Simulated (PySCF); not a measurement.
Species: C3H12Si3.
Structure used (PBE0-D3(BJ)/def2-SVP), in Å, numbered top down from 1:
```
atom  x, y, z in Å
C1     2.714    0.944    0.227
C2     2.039    0.228   -0.677
C3     1.046   -0.841   -0.362
Si4   -0.740   -0.219   -0.626
Si5   -2.282   -1.836    0.087
Si6   -1.061    1.726    0.646
H7     3.397    1.742   -0.076
H8     2.609    0.757    1.301
H9     2.176    0.460   -1.741
H10    1.128   -1.160    0.690
H11    1.196   -1.733   -0.994
H12   -0.970    0.083   -2.077
H13   -2.103   -3.127   -0.650
H14   -3.684   -1.357   -0.115
H15   -2.076   -2.097    1.547
H16   -0.610    1.458    2.048
H17   -0.297    2.892    0.108
H18   -2.514    2.081    0.681
```

Level of theory: TDDFT CAM-B3LYP/def2-SVPD, vertical, gas phase, core orbitals frozen in the response (PySCF).

Ground-to-excited transition dipoles (e·a0, same axes as the geometry; the sign carries no meaning), for the states with f of 0.002 or more among the lowest 7:

```
state  E (eV)      μx      μy      μz
   S1   6.465   1.001   0.221   0.245
   S2   6.628  -0.870  -0.618  -0.242
   S3   6.699   0.019   0.250  -0.064
   S4   6.782  -0.199  -0.640  -0.140
   S5   7.000  -0.645  -0.764  -0.188
   S6   7.187   0.393   0.618  -0.100
   S7   7.210   0.109   0.021  -0.173
```

Q: What oscillator strength does each state have?

A: f = (2/3) ΔE |μ|² with ΔE in hartree (27.2114 eV).

```tsv
state	|μ|² (au)	|μ| (D)	f
S1	1.112	2.68	0.176
S2	1.197	2.78	0.194
S3	0.067	0.66	0.011
S4	0.469	1.74	0.078
S5	1.035	2.59	0.177
S6	0.546	1.88	0.096
S7	0.042	0.52	0.007
```

Q: What angle do the transition dipoles of S4 and S5 make?

A: |cos θ| = |μa·μb| / (|μa| |μb|) = 0.92, so θ ≈ 22° (taken between 0 and 90°, since the signs are arbitrary).

Q: What peak molar absorption coefficient would the strongest computed level give as a lone Gaussian band 0.5 eV wide at half height?

A: ε(max) = 2.175×10⁸ f / FWHM, with the width in cm⁻¹. S2: 2.175×10⁸ × 0.1943 / 4033 ≈ 10000 L mol⁻¹ cm⁻¹.

All these states lie below the vertical ionisation energy of 9.12 eV (ΔSCF).

One conformer stands for the species.
